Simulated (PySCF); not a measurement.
Cl2HSi, charge +1, multiplicity 1. Atoms are numbered in the order given.

```xyz
4

Cl     0.0000    -1.6923     0.3241
Si     0.0000     0.0000    -0.6369
Cl     0.0000     1.6923     0.3241
H      0.0000     0.0000    -2.1037
```
Charge +1, spin multiplicity 1.

Geometry: PBE0-D3(BJ)/def2-TZVP. The multiplicity is an assumed one; other spin states were not compared. The isomer is the one that the SMILES or the coordinates give; other isomers of the formula were not compared.

Computed with KT2/pcSseg-2 (PySCF).

GIAO shieldings, no solvent; atoms alike by connectivity are averaged. δ = σ(ref) − σ: ³⁵Cl against HCl (σ = 945.0 ppm); ²⁹Si against TMS (σ = 351.7 ppm); ¹H against TMS (σ = 31.47 ppm), references at their B3LYP-D3(BJ)/def2-TZVP geometries, non-relativistic (without spin–orbit terms, shifts of atoms bonded to Cl or Br come out too high).

Computed chemical shifts:
| nucleus | atoms | count | δ (ppm) |
|---|---|---|---|
| ³⁵Cl | Cl1, Cl3 | 2 | 364.8 |
| ²⁹Si | Si2 | 1 | 135.2 |
| ¹H | H4 | 1 | 8.08 |
